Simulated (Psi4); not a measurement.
A dimer, C2H6 ··· H6B3N3 (SMILES CC and B1NBNBN1); the first 8 atoms form monomer A.

```
20

C     -0.7626    -0.0269    -0.0031
C      0.7626     0.0269     0.0031
H     -1.1493    -0.4345     0.9330
H     -1.1343    -0.6558    -0.8146
H     -1.1944     0.9675    -0.1327
H      1.1343     0.6552     0.8150
H      1.1493     0.4352    -0.9328
H      1.1944    -0.9675     0.1321
B     -0.8141    -2.3993    -3.0789
N     -0.0230    -3.2891    -2.2912
B      1.3965    -3.1795    -2.1861
N      2.0218    -2.1223    -2.9137
B      1.2923    -1.1977    -3.7205
N     -0.1242    -1.3650    -3.7805
H     -1.9989    -2.5151    -3.1479
H     -0.4869    -4.0268    -1.7871
H      2.0318    -3.9376    -1.5200
H      3.0222    -2.0247    -2.8556
H      1.8419    -0.3242    -4.3179
H     -0.6606    -0.7250    -4.3430
```

Question: What interaction energy does SAPT0/jun-cc-pVDZ, frozen core (Psi4) give, and which attractive term is the largest?

Answer: Total -1.05 kcal/mol: electrostatics -0.51, exchange 2.07, induction -0.17, dispersion -2.45. The most attractive term is dispersion.
